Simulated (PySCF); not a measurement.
[V(SH)6]3- holds V(III), d2, at total charge -3. The structure is a model geometry with rigid ligands and bond lengths from ionic radii and bond length changed to 0.95 of its base value, not a minimum; coordination octahedral, point group S6, metal–donor distances 2.26 Å.

The d shell alone is too small an active space for [V(SH)6]3- (an active orbital has only 0.70 squared overlap with the free ion's shell): its levels, fitted parameters, g values and moments show what this model gives and aren't sound predictions.

```
13

V     0.0000    0.0000    0.0000
S     0.0000    0.0000    2.2610
H     1.3200    0.0000    2.5110
S     0.0000    0.0000   -2.2610
H    -1.3200    0.0000   -2.5110
S     2.2610    0.0000    0.0000
H     2.5110    1.3200    0.0000
S    -2.2610    0.0000    0.0000
H    -2.5110   -1.3200    0.0000
S     0.0000    2.2610    0.0000
H     0.0000    2.5110    1.3200
S     0.0000   -2.2610    0.0000
H     0.0000   -2.5110   -1.3200
```

Method (PySCF 2.14, density fitting): CASSCF(2,5) with orbitals averaged over all microstates of the shell, strongly contracted NEVPT2 on the averaged canonical orbitals; basis x2c-TZVPall on the metal, x2c-SVPall elsewhere; spin-free X2C; IEF-PCM water; spin-orbit coupling by state interaction with the mean-field operator over all roots.

(1) What is the ground state?

(2) Where do the spin-allowed transitions within the shell lie?

(3) Which is the lowest state of another spin?

(4) What ligand-field parameters describe the result?

(5) What magnetic behaviour follows?

The geometry is a model, and the complex may not exist in this form. 3Eg (from 3T1g) (146 cm⁻¹) lies within 300 cm⁻¹ of 3Ag (from 3T1g) at NEVPT2 level, inside the method's error: they are parts of one split term, whose order is undecided, and g values and low-temperature moments can hang on it. NEVPT2 lifts 3Ag (from 3T2g) from 19304 to 23174 cm⁻¹; on the d shell alone it tends to overshoot states that fill the eg-type orbitals. NEVPT2 on the d shell alone tends to put d–d bands too high for such charged or covalently bound ions.

The job took 26 s on one thread of AMD EPYC 9R14 (shared host), with 186 basis functions and a peak of 0.6 GiB, launched as `OMP_NUM_THREADS=1 python lf_run.py task.json out`.

Answers

(1) 3Ag (from 3T1g) (S = 1, orbital degeneracy 1), with 2.0 electrons in the lower (t2g-type) set and 0.0 in the upper (eg-type) set, by NEVPT2; the next part of the same split term lies only 146 cm⁻¹ higher, which doesn't decide their order.

(2) By NEVPT2: 3Eg (from 3T1g) at 146 cm⁻¹; 3Ag (from 3T2g) at 23174 cm⁻¹ (432 nm); 3Eg (from 3T2g) at 23273 cm⁻¹ (430 nm); 3Ag (from 3T1g) at 30630 cm⁻¹ (326 nm); 3Eg (from 3T1g) at 30713 cm⁻¹ (326 nm); 3Ag (from 3A2g) at 47674 cm⁻¹ (210 nm). All are electric-dipole forbidden at this geometry.

(3) 1Eg (from 1T2g) at 9932 cm⁻¹ by NEVPT2; CASSCF alone puts it at 12028 cm⁻¹ above the same ground state.

(4) At CASSCF level (the NEVPT2 levels don't fit a ligand-field model well): orbital energies 0, 0, 176, 20571, 20571 cm⁻¹; 10Dq = 20512 cm⁻¹ (difference of the means of the two sets); B = 815 cm⁻¹; C = 3104 cm⁻¹; B over its free-ion value at the same level 0.750; rms of the fit 385 cm⁻¹; ζ = 164 cm⁻¹ (free ion 209).

(5) The ground multiplet can be fitted only roughly by a spin Hamiltonian with S = 1, g = 1.089, 1.089, 1.282, D = 12.61 cm⁻¹, E/|D| = 0.00 (spin-orbit part alone); the lowest levels hold 79 % of the spin-free ground state. μeff is 2.76 μB at 300 K and 1.50 μB at 10 K; the spin-only value is 2.83 μB.
